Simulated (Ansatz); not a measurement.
Relaxation of C2H8AlFOSi (14 atoms, charge 0, multiplicity 1), to a largest force component of 0.015 eV/Å in at most 40 steps.

The calculation used RKS B3LYP-D4/6-31G (Ansatz).

```xyz
14
Properties=species:S:1:pos:R:3:forces:R:3
C -0.185 -1.965 -0.993 -1.80 2.66 -0.24
Al -0.511 -0.742 0.573 -0.39 -0.37 0.03
O -1.864 -1.115 1.771 2.33 -0.91 0.41
C 0.729 0.867 0.827 -2.29 -1.60 -1.98
F 0.279 1.513 1.964 -0.60 1.56 2.70
Si 0.475 2.014 -0.637 1.15 0.81 -0.21
H -1.132 -1.935 -1.613 0.92 -0.38 0.48
H 0.042 -2.930 -0.668 0.36 -1.85 0.31
H 0.610 -1.513 -1.573 0.37 -0.14 -0.32
H -1.391 -1.698 2.479 -1.41 1.00 -0.79
H 1.701 0.532 0.940 2.39 -0.62 0.28
H 0.848 1.256 -1.849 0.09 -0.14 -0.49
H 1.312 3.279 -0.523 -0.18 -0.24 -0.09
H -0.925 2.391 -0.684 -0.93 0.23 -0.10
```

**Question.** Where does it end, and by what steps?

**Answer.** The run converged. Limits of this set-up: no polarisation functions. After 15 steps the energy has fallen by 1.072 eV; H10 moved furthest, 0.88 Å.

```json
{"step": "0", "energy less start (eV)": "0.0000", "largest force component (eV/Å)": "2.705", "accepted": "yes"}
{"step": "1", "energy less start (eV)": "-0.5338", "largest force component (eV/Å)": "1.943", "accepted": "yes"}
{"step": "2", "energy less start (eV)": "-0.7345", "largest force component (eV/Å)": "1.018", "accepted": "yes"}
{"step": "3", "energy less start (eV)": "-0.8591", "largest force component (eV/Å)": "1.768", "accepted": "yes"}
{"step": "4", "energy less start (eV)": "-1.0218", "largest force component (eV/Å)": "0.307", "accepted": "yes"}
{"step": "5", "energy less start (eV)": "-1.0281", "largest force component (eV/Å)": "0.283", "accepted": "yes"}
{"step": "6", "energy less start (eV)": "-1.0572", "largest force component (eV/Å)": "0.319", "accepted": "yes"}
{"step": "7", "energy less start (eV)": "-1.0662", "largest force component (eV/Å)": "0.202", "accepted": "yes"}
{"step": "8", "energy less start (eV)": "-1.0695", "largest force component (eV/Å)": "0.116", "accepted": "yes"}
{"step": "9", "energy less start (eV)": "-1.0703", "largest force component (eV/Å)": "0.054", "accepted": "yes"}
{"step": "10", "energy less start (eV)": "-1.0710", "largest force component (eV/Å)": "0.025", "accepted": "yes"}
{"step": "11", "energy less start (eV)": "-1.0713", "largest force component (eV/Å)": "0.030", "accepted": "yes"}
{"step": "12", "energy less start (eV)": "-1.0715", "largest force component (eV/Å)": "0.028", "accepted": "yes"}
{"step": "13", "energy less start (eV)": "-1.0716", "largest force component (eV/Å)": "0.019", "accepted": "yes"}
{"step": "14", "energy less start (eV)": "-1.0718", "largest force component (eV/Å)": "0.023", "accepted": "yes"}
{"step": "15", "energy less start (eV)": "-1.0718", "largest force component (eV/Å)": "0.015", "accepted": "yes"}
```

```xyz
14
Properties=species:S:1:pos:R:3
C -0.198 -2.081 -1.033
Al -0.335 -0.910 0.534
O -1.511 -1.296 1.732
C 0.756 0.752 0.759
F 0.364 1.359 2.059
Si 0.436 2.109 -0.576
H -1.132 -2.059 -1.609
H -0.036 -3.121 -0.724
H 0.620 -1.788 -1.701
H -1.828 -0.935 2.566
H 1.834 0.549 0.824
H 0.921 1.606 -1.910
H 1.138 3.390 -0.233
H -1.039 2.377 -0.672
```

Whether the end is a true minimum wasn't checked by a vibrational analysis.

Run time: 92 s on 1 thread of Arm Neoverse V2 (shared host), peak memory 0.19 GiB.
